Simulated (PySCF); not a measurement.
An unknown shows these calculated signals:

¹H NMR (400 MHz, computed): δ 3.65 (s, 6H), 0.58 (s, 3H).

¹³C{¹H} NMR (computed): δ 126.1 (C), -2.2 (CH3).

Calculated, not measured (PySCF 2.14.0 with density-fitted response routines): GFN2-xTB geometry, shielding tensors at PBE0/pcSseg-1 (GIAO). Relativity neglected, rapidly exchanging positions averaged, gas phase, one computed conformer.

Referencing at the same level of theory: ¹H (σref 31.72), ¹³C (σref 186.93) against TMS.

Which of these does the molecule contain: an OH group, a Si–CH3 group, a nitrile, a Si–H bond, a heteroaromatic ring, a methoxy group?

Results:


- An OH group: no.
- A Si–CH3 group: yes (δC -2.2; δH 0.58 (s)).
- A nitrile: yes (δC 126.1).
- A Si–H bond: yes (δH 3.65 (s)).
- A heteroaromatic ring: no.
- A methoxy group: no.

The data belong to SMILES [SiH3][Si](C)([SiH3])C#N, C2H9NSi3; they needn't prove each group on their own.

Carbon signals by region: 1 in the sp2 and nitrile region (100–160 ppm), 1 below 50 ppm.

Shifts are as computed. Against solution values, carbons near 30 ppm lie about +3 ppm off and those near 130 ppm about +5 ppm. Of 1309 compounds with measured shifts, 239 miss one by over three times the rms of a fit or turn the order of signals round; such compounds aren't used in these exercises. No couplings were computed; multiplicities are counted from neighbouring protons, with m where these are inequivalent, close in shift, in a saturated or five-membered ring or joined by F or P, and br s for small geminal =CH2 splittings.
